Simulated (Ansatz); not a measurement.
Job for Ansatz (a quantum-chemistry and plane-wave program): R-CCSD(T)/aug-cc-pV(D+d)Z on CH6N2Si (a complex). Files ending in .json are basis or fitting sets from the Basis Set Exchange.

Ansatz 0.2 input:
```yaml
crystal:
  periodic: [false, false, false]
  atoms:
    - {symbol: N, position_ang: [1.20011498, -0.04338340, 0.93901748]}
    - {symbol: N, position_ang: [0.82041372, 0.05478646, -0.07873401]}
    - {symbol: C, position_ang: [0.86254922, -0.20799046, 4.69388083]}
    - {symbol: Si, position_ang: [-0.80826403, 0.11003255, 3.90468832]}
    - {symbol: H, position_ang: [1.64090468, -0.28096149, 3.93310585]}
    - {symbol: H, position_ang: [0.85256855, -1.14032524, 5.26140621]}
    - {symbol: H, position_ang: [1.12912042, 0.60025416, 5.37734154]}
    - {symbol: H, position_ang: [-0.79315160, 1.37732419, 3.13397326]}
    - {symbol: H, position_ang: [-1.86567085, 0.20998596, 4.94063946]}
    - {symbol: H, position_ang: [-1.17018300, -0.99013059, 2.97790949]}
basis:
  gaussian:
    orbitals: aug-cc-pV_D+d_Z.json
magnetization: {spin_polarized: false}
correlation: {method: ccsd_t, electrons: outside_noble_gas}
scf: {lower_state_search: off}
```

The head of its log:

```
Functional definition: HF
[...]
these checks for a lower state are left out or cut short: stability, starts, cluster_reference, orbital_swaps, neighbouring_geometries, increment
integrals: 0.47 GiB planned
1548 factors; integrals over basis functions are off by at most 7.2e-4 eV
mean field: 0.51 GiB planned
mean field evaluation 1: about -11950.4637 eV, gradient 2.8e1 eV
mean field evaluation 2: about -11950.5354 eV, gradient 2.8e1 eV
mean field evaluation 4: about -11952.8900 eV, gradient 2.7e0 eV
mean field evaluation 8: about -11952.9209 eV, gradient 2.6e-1 eV
mean field -11952.92106702 eV, -439.2617472319 hartree, gradient 4.3e-6 eV, S^2 0.000000; 0 other end points of the search recorded, 0 dependent functions left out
8 core orbitals not correlated
reference -11952.92106702 eV, -439.2617472319 hartree; 12, 12 occupied and 135, 135 virtual orbitals, 1548 factors
```

Give the final energy of this run.

-439.9180 hartree (reference determinant -439.2617, T1 diagnostic 0.011).
